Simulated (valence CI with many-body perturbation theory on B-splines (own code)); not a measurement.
Hyperfine factors and g values of La5+

Computed by valence CI with perturbative core correlation (CI+MBPT): six valence electrons over a frozen Dirac-Fock core [Kr] 4d10, radial functions for each j: 9 s, 9 p, 8 d, 6 f, 3 g, 1 h, with the one-electron correlation potential Σ1 (screened to all orders), the two-electron term Σ2, the three-electron term Σ3, Breit, model QED; selected single and double excitations, second order for the rest, scaled by the run's own slope (own B-spline code, finite nucleus).

Against measured spectra of neutral and singly charged lanthanides and actinides this method errs by a few hundred cm⁻¹ within a configuration and by up to about 5,000 between configurations. No measured spectrum was set against this ion. As an estimate, levels hold to about 250 cm⁻¹ or 0.2 % of their energy and the worst to 1 %, as in measured heavy ions of charge 2 to 7; those with d or f electrons hold less well. Among the levels kept, up to 880 cm⁻¹ of a level comes from second order outside the variational space, and about a tenth of that is noise between levels of different J, which matters for small intervals.

A/g_I is the dipole constant over the nuclear g factor μ/I (μ in nuclear magnetons, uniformly magnetised nucleus), B/Q the quadrupole constant per barn. Both hold the static response of the core; the bare values leave it out. Large factors of s and p1/2 electrons are usually good to 5 to 10 %; those of open d and f shells near neutrality can be off by tens of per cent, and small factors of p3/2, d and f electrons come from cancelling terms and can be off by a factor of two or in sign, in half-filled shells by more. B is blank for J = 1/2, where it vanishes, and for nearly pure S terms. Energies count from the lowest level. Levels with J = 0 are left out.

Names give the largest LS component (configuration and term), which can be under half, so a name can repeat, a term be missing and a line seem to break the LS rules; names also repeat where a configuration has a term twice. Letters in brackets count levels of one name in rising energy.

```tsv
Level	E (cm⁻¹)	g	A/g_I (MHz)	A/g_I bare	B/Q (MHz/b)	B/Q bare
5s2 5p4 3P_2	0.0	1.415	2140	1780	2490	2220
5s2 5p4 3P_1	20318	1.501	-1130	-1270	-2220	-1960
5s2 5p4 1D_2	28992	1.085	5530	5070	-6960	-6170
4f 5s2 5p3 5F_3	123230	1.093	752	685	-352	-368
4f 5s2 5p3 5F_4	123990	1.263	498	467	164	47.9
4f 5s2 5p3 5F_2	124830	1.000	618	664	-367	-343
4f 5s2 5p3 5F_1	125240	0.111	791	1130	45.9	7.27
4f 5s2 5p3 5F_5	126260	1.342	273	241	191	4.54
4f 5s2 5p3 3F_3 [a]	128360	1.124	256	343	-1970	-1830
4f 5s2 5p3 3F_4 [a]	136560	1.149	370	332	988	744
4f 5s2 5p3 3F_2 [a]	136850	0.755	959	1170	-63.9	-146
4f 5s2 5p3 3G_3	141290	0.961	1490	1430	-4670	-4180
4f 5s2 5p3 3G_4	142580	1.137	725	747	-2380	-2210
4f 5s2 5p3 3F_2 [b]	143630	0.907	-26.9	-7.26	-3040	-2740
4f 5s2 5p3 3F_4 [b]	145920	1.035	1490	1420	248	135
5s 5p5 3P°_2	146290	1.500	14500	13200	-4020	-3560
4f 5s2 5p3 3H_5	146920	1.133	1490	1470	-757	-798
4f 5s2 5p3 3D_3	147210	1.215	246	315	-1880	-1700
4f 5s2 5p3 1P_1	147770	0.865	-2780	-2490	-7.73	-40.1
4f 5s2 5p3 3G_5	151750	1.169	857	863	2010	1660
4f 5s2 5p3 3F_2 [c]	152990	1.098	1200	1190	-405	-353
4f 5s2 5p3 1H_5	153030	1.020	2360	2150	287	129
4f 5s2 5p3 3F_4 [c]	153660	1.113	664	642	1100	897
4f 5s2 5p3 3H_6	154370	1.166	2000	1890	588	373
4f 5s2 5p3 3D_1	155890	0.512	3450	3270	-154	-136
5s 5p5 3P°_1	156440	1.424	2730	2310	1580	1420
4f 5s2 5p3 3F_3 [b]	156770	1.082	729	712	114	46.6
4f 5s2 5p3 3P_2	156930	1.174	-275	-104	-578	-567
4f 5s2 5p3 3P_1	158720	1.370	-3850	-3130	-408	-367
4f 5s2 5p3 1D_2	159070	1.016	608	794	-181	-194
4f 5s2 5p3 1F_3	159700	1.021	1590	1560	2460	2110
```

Question: Take the isotope of mass number 139, with I = 7/2, μ = 2.7791 μN and Q = 0.206 b. What is the hyperfine structure of 5s2 5p4 3P_1?

Answer: From the table A = -896 MHz, B = -457 MHz. Shifts from the centre of gravity in MHz: F = 5/2: 3790, F = 7/2: 1220, F = 9/2: -3250.
